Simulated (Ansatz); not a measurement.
C2H6FNSi can be A, `C[SiH2]/N=C/F`, or B, `C=C(F)N[SiH3]`.

Gas-phase electronic energies from Ansatz, PBE0-D4/def2-TZVP geometries. CBS: MP2 limit from def2 TZ/QZ plus the TZ coupled-cluster correction, frozen cores. Functionals use def2-TZVPP. B3LYP here is the variant with VWN-RPA as its local correlation; programs differ in this. Each species was taken in one conformer, which may not be the lowest.

A:

Z-matrix (Å, degrees):
```
C
Si 1 1.859
H 1 1.092 2 110.5
H 1 1.093 2 110.5 3 -120.0
H 1 1.092 2 110.9 3 120.0
N 2 1.741 1 108.8 3 -57.5
H 2 1.495 1 110.6 3 -179.3
H 2 1.485 1 111.2 3 59.9
C 6 1.234 2 125.4 1 -122.6
F 9 1.338 6 121.4 2 179.5
H 9 1.095 6 129.6 2 -0.5
```

B:

```xyz
11

C     0.6889   -2.0630    0.2640
C     0.0425   -0.9039    0.2784
F    -1.1097   -0.7839    0.9590
N     0.3531    0.2871   -0.3164
Si   -0.5930    1.7451   -0.2173
H     0.2876   -2.9089    0.7997
H     1.6155   -2.1678   -0.2808
H     1.2076    0.2773   -0.8474
H    -0.7198    2.2304    1.1787
H    -1.9494    1.5662   -0.7906
H     0.1767    2.7215   -1.0272
```

Task: Which isomer does CCSD(T)/CBS put lower? Give the gap. (Estimate.)

Result: Ansatz gave: A, by 14.1 kcal/mol.

Task: Give E(B) − E(A) in kcal/mol with LDA (SPW92), ωB97M-V, B3LYP, CCSD(T)/def2-TZVPP, BLYP-D4, MP2/def2-TZVPP, PBE0-D4. (Best estimate.)

Result: Computed: LDA (SPW92) 10.3, ωB97M-V 13.9, B3LYP 13.9, CCSD(T)/def2-TZVPP 14.5, BLYP-D4 14.3, MP2/def2-TZVPP 15.1, PBE0-D4 13.3. None reverses the order clearly.

Task: Does the order hold for the free energy at 298.15 K (harmonic terms from PBE0-D4)? (Estimate.)

Result: The calculation gave: Yes: G(B) − G(A) = +13.9 kcal/mol, for one conformer each.

Largest T1 diagnostic: 0.013.

From BLYP to BHLYP (50 % exact exchange), in def2-TZVPP and without D4, E(B) − E(A) moves by −2.0 kcal/mol. In def2-TZVPP, CCSD(T) changes the Hartree–Fock value by +1.1 kcal/mol (the triples alone add +0.4 kcal/mol) and MP2 by +1.7 kcal/mol.
